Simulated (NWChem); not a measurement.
## Extrapolating the CCSD(T) correlation energy of silanone (H2OSi)

```
Si
O 1 1.5320
H 1 1.4919 2 124.10
H 1 1.4919 3 111.80 2 180.00
```
Charge 0, spin multiplicity 1.

Program: NWChem. The geometry was optimised at PBE0/def2-SVP, a minimum by its harmonic frequencies.

The correlated methods keep 6 core orbitals frozen. Coupled-cluster values serve here as a point of comparison, not as the truth.

Worked example. The CCSD(T) correlation energy is -315.83 mHa in cc-pVDZ and -389.33 mHa in cc-pVTZ. The form E(X) = E∞ + A/X³ turns the pair into an estimate of the basis-set limit.

E∞ = (3³·(-389.33) − 2³·(-315.83))/(3³ − 2³) = -420.3 mHa. The larger basis holds 93 % of that, at about 10 times the processor time of the smaller one. This is a two-point estimate, and a rough one from so small a pair.
